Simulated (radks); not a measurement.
Species: Er2+. Configuration: [Xe] 4f12. All-electron calculation, non-relativistic Kohn-Sham, exchange-only PBE, spin-unpolarised, spherical densities, point nucleus; relativity is left out, which matters for an element this heavy. Program: a radial shooting solver on a logarithmic mesh with Libxc functionals.

Local quantities along the radius. ELF = 1/(1 + alpha^2) is the electron localisation function; alpha = (tau - tau_W)/tau_unif compares the Pauli kinetic energy density with that of the uniform gas.

```
   r/bohr * ELF (the largest magnitude, 0.999, reaches the edge; | marks zero)
 0.001487 |                                                      *
 0.001704 |                                                      *
 0.001968 |                                                      *
 0.002255 |                                                      *
 0.002604 |                                                      *
 0.002983 |                                                      *
 0.003445 |                                                      *
 0.003947 |                                                      *
 0.004559 |                                                      *
 0.005223 |                                                      *
 0.006032 |                                                      *
  0.00691 |                                                      *
 0.007981 |                                                      *
 0.009143 |                                                     *
  0.01056 |                                                     *
   0.0121 |                                                    *
  0.01397 |                                                   *
  0.01614 |                                                *
  0.01849 |                                            *
  0.02135 |                                    *
  0.02446 |                           *
  0.02825 |                    *
  0.03236 |                 *
  0.03738 |                  *
  0.04282 |                        *
  0.04945 |                               *
  0.05666 |                                    *
  0.06543 |                                       *
  0.07497 |                                      *
  0.08658 |                                *
  0.09919 |                        *
   0.1146 |                   *
   0.1312 |                    *
   0.1516 |                           *
   0.1736 |                                   *
   0.2005 |                                       *
   0.2298 |                                    *
   0.2653 |                          *
   0.3064 |              *
   0.3511 |              *
   0.4055 |                        *
   0.4645 |                                   *
   0.5365 |                                       *
   0.6146 |                                     *
   0.7098 |                              *
   0.8132 |                     *
   0.9392 |               *
    1.076 |                 *
    1.243 |                         *
    1.424 |                               *
    1.644 |                                  *
    1.884 |                               *
    2.176 |                        *
    2.492 |              *
    2.879 |     *
    3.298 | *
    3.809 *
    4.364 *
    5.039 *
```

On this mesh the ELF has minima near r = 0.032, 0.11, 0.35, 0.94 bohr, which separate the shells, and maxima near 0.065 (0.72), 0.20 (0.72), 0.54 (0.72), 1.6 (0.63).
